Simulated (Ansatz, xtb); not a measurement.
## Ranking isomers of H2O2PSi

9 gas-phase structures of H2O2PSi, found in a search over its isomers (lower ones may exist). Each was relaxed with GFN2-xTB; where two conformers were screened, the lower at r2SCAN-D4/def2-SVP is listed:

A. `O=[SiH]O[PH]`, a doublet
B. `O=PO[SiH2]`, a doublet
C. `O[Si@@H]1O[P]1`, a doublet
D. `O=[Si]OP`, a doublet
E. a doublet given by its coordinates
F. `O=[SiH][P]O`, a doublet
G. a doublet given by its coordinates
H. `O[Si]O[PH]`, a doublet
I. `O=[Si](O)[PH]`, a doublet

E (Å):

| atom | x (Å) | y (Å) | z (Å) |
| --- | --- | --- | --- |
| O | 0.0893 | -0.2189 | -2.4471 |
| O | -2.0677 | -0.9867 | -2.5048 |
| P | -0.8817 | -0.8131 | -3.6896 |
| Si | -1.0957 | -0.3946 | -1.2749 |
| H | -1.5674 | 0.8966 | -0.8256 |
| H | -0.7467 | -1.4473 | -0.3465 |

Close contacts (Å): O1–P3 1.69, O1–Si4 1.68, O2–P3 1.69, O2–Si4 1.68, P3–Si4 2.46, Si4–H5 1.45, Si4–H6 1.45.

G (Å):

```yaml
atoms:
  - { symbol: O, position_ang: [-2.1076, 1.8069, 1.8879] }
  - { symbol: O, position_ang: [-2.7159, 1.2188, -0.2494] }
  - { symbol: P, position_ang: [-3.2037, 0.7184, 1.2652] }
  - { symbol: Si, position_ang: [-1.5781, 2.3292, 0.3556] }
  - { symbol: H, position_ang: [-2.0918, 3.6724, 0.1357] }
  - { symbol: H, position_ang: [-2.3583, -0.4206, 1.3363] }
```

Close contacts (Å): O1–P3 1.67, O1–Si4 1.70, O2–P3 1.67, O2–Si4 1.70, P3–Si4 2.46, P3–H6 1.42, Si4–H5 1.45.

Problem. Make a reasoned guess at their ranking by r2SCAN-D4/def2-SVP single-point energy.

Solution. Calculated order at r2SCAN-D4/def2-SVP: E (0.0), C (40.2), H (58.3), I (66.5), G (76.2), A (100.1), D (129.9), B (130.4), F (159.1) kJ/mol. Less than 1 kcal/mol parts D and B, so the order within that pair means little.

Energies above the lowest of each column, in kJ/mol; the last columns are at PBE0-D3(BJ)/def2-SVP geometries and were run for some of them only (a dash: not run or not comparable):

| structure | GFN2-xTB | HF/STO-3G | r2SCAN-D4/def2-SVP | PBE0-D3(BJ)/def2-SVP | CCSD(T)/def2-SVP + ΔMP2/def2-TZVPP |
| --- | --- | --- | --- | --- | --- |
| E | 6.6 | 0.0 | 0.0 | 0.0 | 0.0 |
| C | 133.3 | 163.9 | 40.2 | 47.2 | 66.4 |
| H | 126.8 | 94.3 | 58.3 | 53.5 | 73.1 |
| I | 112.7 | 243.6 | 66.5 | not converged | – |
| G | 94.0 | 104.8 | 76.2 | 81.3 | – |
| A | 0.0 | 270.8 | 100.1 | – | – |
| D | 99.6 | 249.8 | 129.9 | – | – |
| B | 69.6 | 319.5 | 130.4 | – | – |
| F | 112.7 | 269.6 | 159.1 | – | – |

CCSD(T)/def2-SVP + ΔMP2/def2-TZVPP puts E lowest of those it was run on; GFN2-xTB picks A. Some further structures that were screened fall inside this span and aren't listed. Flexible structures stand in one conformer each, not always the lowest. Frequencies (PBE0-D3(BJ)/def2-SVP) were run for C, E, H alone. The ΔMP2 step shifts differences by up to 30.7 kJ/mol, which makes them less sure. Open shells are spin-unrestricted, some with notable spin contamination. ΔMP2 is the change of the MP2 energy from the smaller to the larger basis.

Over these structures GFN2-xTB departs from r2SCAN-D4/def2-SVP by 52.3 kJ/mol on average once a common shift is removed. A GFN2-xTB relaxation took about 0.47 s and the r2SCAN-D4/def2-SVP energy about 7.5 s on a shared host (Ansatz 0.2.0, xtb 6.7.1).
